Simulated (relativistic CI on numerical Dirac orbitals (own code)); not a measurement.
## Slater and spin-orbit integrals, Nd XXV

These numbers are calculated, not measured: Dirac-Coulomb-Breit CI, KLI orbitals optimised for each configuration, a model potential for QED, unscaled Slater integrals (own radial code, finite nucleus).

Slater integrals F^k, G^k are unscaled and averaged over j, outside the closed core [Ar] 3d10; ζ comes from projecting the Hamiltonian with its Breit term on Σ l·s of the shell.

- 4s2 4p5 4d: ζ(4p) = 153610, F^2(4p,4d) = 174630, G^1(4p,4d) = 218830, G^3(4p,4d) = 139670, ζ(4d) = 18484 cm⁻¹; <r>(4p) = 0.5752, <r^2>(4p) = 0.3737, <r>(4d) = 0.5874, <r^2>(4d) = 0.3938 (bohr units).
- 4s 4p6 4d: G^2(4s,4d) = 172370, ζ(4d) = 18612 cm⁻¹; <r>(4s) = 0.5586, <r^2>(4s) = 0.3503, <r>(4d) = 0.5876, <r^2>(4d) = 0.3941 (bohr units).
- 4s2 4p5 4f: ζ(4p) = 153220, F^2(4p,4f) = 176120, G^2(4p,4f) = 147440, G^4(4p,4f) = 106660, ζ(4f) = 2218 cm⁻¹; <r>(4p) = 0.5755, <r^2>(4p) = 0.3741, <r>(4f) = 0.573, <r^2>(4f) = 0.373 (bohr units).

Averages of the first 10 configurations, taken without configuration mixing, which lowers the lowest level and can move excited configurations by several eV; other configurations of the list can lie among them:

| Configuration | Parity | States | Average energy above the lowest level (eV) |
| --- | --- | --- | --- |
| 4s2 4p6 | even | 1 | 0.3 |
| 4s2 4p5 4d | odd | 60 | 120.0 |
| 4s 4p6 4d | even | 20 | 214.0 |
| 4s2 4p5 4f | even | 84 | 251.1 |
| 4s 4p6 4f | odd | 28 | 345.3 |
| 4s2 4p5 5s | odd | 12 | 346.3 |
| 4s2 4p5 5p | even | 36 | 383.5 |
| 4p6 4d 4f | odd | 140 | 560.8 |
| 4p6 4d2 | even | 45 | 431.1 |
| 4p5 4d3 | odd | 720 | 548.4 |
